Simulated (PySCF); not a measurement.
C2H13NSi3, SMILES N[SiH2][Si@@H](C[SiH3])C. Atoms are numbered in the order given.

```xyz
19

C     -0.9733    -2.3559    -0.2061
Si    -0.0773    -0.7176    -0.5244
C      1.6570    -0.7403     0.2418
Si     2.6420     0.8516     0.0196
Si    -1.3438     1.0421     0.3880
N     -3.0233     0.6653     0.0889
H     -0.4132    -3.2020    -0.6362
H     -1.0897    -2.5391     0.8745
H     -1.9754    -2.3459    -0.6648
H      0.0551    -0.5213    -2.0020
H      2.2320    -1.5823    -0.1828
H      1.5545    -0.9348     1.3242
H      3.9759     0.7675     0.6865
H      1.8915     1.9980     0.6141
H      2.8555     1.1363    -1.4298
H     -0.9597     1.2057     1.8360
H     -1.0599     2.3547    -0.2645
H     -3.3677    -0.2516     0.3603
H     -3.7309     1.3692     0.2832
```
Charge 0, spin multiplicity 1.

Geometry: B3LYP-D3(BJ)/def2-SVP. The structure was generated by enumeration; whether it is a known compound was not checked. Other conformers were not sampled.

The numbers are results of PBE/pcSseg-1 in PySCF, not measurements.

GIAO shieldings, no solvent; atoms listed in one row are averaged. δ = σ(ref) − σ: ¹³C against TMS (σ = 182.0 ppm); ²⁹Si against TMS (σ = 335.4 ppm); ¹⁵N against NH3 (σ = 267.0 ppm); ¹H against TMS (σ = 31.49 ppm), references at their B3LYP-D3(BJ)/def2-TZVP geometries, non-relativistic.

Q: Estimate the chemical shifts. (The exact figures need the calculation; the answer reports its results.)

A: 
```tsv
nucleus	atoms	count	δ (ppm)
¹³C	C1	1	-2.6
¹³C	C3	1	-7.3
²⁹Si	Si2	1	-41.2
²⁹Si	Si5	1	-48.4
²⁹Si	Si4	1	-73.1
¹⁵N	N6	1	3.0
¹H	H16	1	5.45
¹H	H17	1	5.32
¹H	H10	1	4.54
¹H	H13, H14, H15	3	4.17
¹H	H7, H8, H9	3	0.66
¹H	H11	1	0.38
¹H	H12	1	0.12
¹H	H19	1	0.10
¹H	H18	1	-0.26
```
